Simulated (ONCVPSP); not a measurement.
## What one change does to a pseudopotential (Ce (Z = 58), ONCV)

* Element: Ce
* Generator: ONCVPSP 4.0.1
* Type: optimised norm-conserving Vanderbilt (ONCV)
* Functional: LDA (Perdew-Zunger)
* Relativity: scalar-relativistic
* Frozen core: [Xe] 4f1
* Valence charge: 3
* Reference configuration: 5d1 6s2
* Partial waves: 6s: rc 3.80 bohr, ncon 5, nbas 8, qcut 1.5 1/bohr, 3 projectors, debl 2.1 Ha; p scattering state at 0.04 Ha: rc 4.05 bohr, ncon 5, nbas 9, qcut 1.7 1/bohr, 3 projectors, debl 0.7 Ha; 5d: rc 3.80 bohr, ncon 3, nbas 8, qcut 3.9 1/bohr, local
* Local potential: the d channel
* Core correction: Teter function fitted to the true core (icmod 2), fcfact 0.3

In the p channel the program set the typed energies aside and used 0.050, 0.750, 1.450 Ha.

Change: all radii but the core radius scaled by about 0.91 (s 3.46, p 3.70, d 3.46 bohr).

Cutoffs: the cutoffs (Ha) at which the residual kinetic energy of the hardest occupied pseudo-wave falls to 1 and 0.1 mHa per electron; they do not see the model core or the augmentation charge, which bear on the density cutoff. Errors are all-electron minus pseudo energies relative to the spin-unpolarised reference configuration.

Task: What does the change do?

Result: The potential gets harder (4.8 Ha and 7.3 Ha → 5.1 Ha and 10 Ha); both files keep a bound ghost (p); of the 3 tests that both files solve, the error grows in 0 and shrinks in 1 by more than 15 % and 0.3 meV (median size 3.8 → 3.2 meV). A smaller radius makes the pseudo-wave follow the all-electron one further in, where it bends more sharply, so more plane waves are needed.

| quantity | base | changed |
| --- | --- | --- |
| cutoff, loose | 4.8 Ha | 5.1 Ha |
| cutoff, tight | 7.3 Ha | 10 Ha |
| loose cutoff by channel | s 2.3 Ha, d 4.8 Ha | s 2.2 Ha, d 5.1 Ha |
| bound ghosts | p | p |
| GHOST(+) flags under 300 eV | p at 83.5 eV, s at 86.8 eV | s at 89.7 eV, p at 97.8 eV, p at 241.1 eV |
| tests counted as reliable (solved cleanly; for ONCVPSP, near-neutral configurations with less than one 5d electron left out) | 3 of 4 | 3 of 4 |
| error for 5d1 6s1, meV [ΔE 6.27 eV] | -3.8 | -3.2 |
| error for 5d1 6s0, meV [ΔE 17.62 eV] | -28 | -26 |
| error for 5d1 6s1.5, meV [ΔE 2.53 eV] | -0.8 | -0.7 |
| rms error of d²Exc/dni dnj with the model core, mHa | 3.62 | 3.56 |

Base: The cutoffs count occupied waves only; projector 3 of the p channel, the hardest unoccupied one, needs 22 Ha at the loose tolerance. Tests not counted: 5d0 6s2 (all-electron energy unsafe for a near-neutral lanthanide with less than one 5d electron, printed error -34 meV). Changed file: The cutoffs count occupied waves only; projector 3 of the p channel, the hardest unoccupied one, needs 28 Ha at the loose tolerance. Tests not counted: 5d0 6s2 (all-electron energy unsafe for a near-neutral lanthanide with less than one 5d electron, printed error -43 meV). A true bound ghost makes a file unfit for plane-wave use even where its test errors are small: the radial tests pick states by their node count and pass the ghost by.
